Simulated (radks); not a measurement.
Results of a calculation; reference values are marked as such.
Neutral helium inside a hard spherical wall (all orbitals vanish at R), configuration held at [He] and not refilled when levels cross. Level of theory: non-relativistic Kohn-Sham, r2SCAN, spin-polarised, spherical densities, point nucleus; meta-GGA in the generalised Kohn-Sham scheme (a radial shooting solver on a logarithmic mesh with Libxc functionals). Eigenvalues in eV for spin up, with the zero of energy where the potential of the charges vanishes at infinity; a dash marks a level that is unbound or too diffuse for the functional's potential to be trusted. A positive occupied level is held by the wall or, in an anion where self-interaction has pushed it up, behind a barrier. The pressure on the wall is -dE/dV.

R (bohr),E (hartree),kinetic (hartree),e(1s),"e(2s, empty)","e(2p, empty)",pressure (GPa)
free,-2.90496,2.873,-16.537,-,-,0
20,-2.90496,2.873,-16.537,-,-,< 0.0001
15,-2.90496,2.873,-16.537,-,-,< 0.0001
12,-2.90496,2.873,-16.537,-,-,< 0.0001
10,-2.90496,2.873,-16.537,-,-,< 0.0001
8,-2.90496,2.873,-16.537,4.798,5.821,< 0.0001
7,-2.90495,2.873,-16.536,5.714,6.636,0.000572
6,-2.90491,2.873,-16.531,7.029,7.648,0.00699
5,-2.90452,2.877,-16.495,9.520,9.376,0.0895
4,-2.90111,2.902,-16.267,15.307,13.068,1.22
1.5,-1.90063,5.632,7.657,173.77,99.492,2610
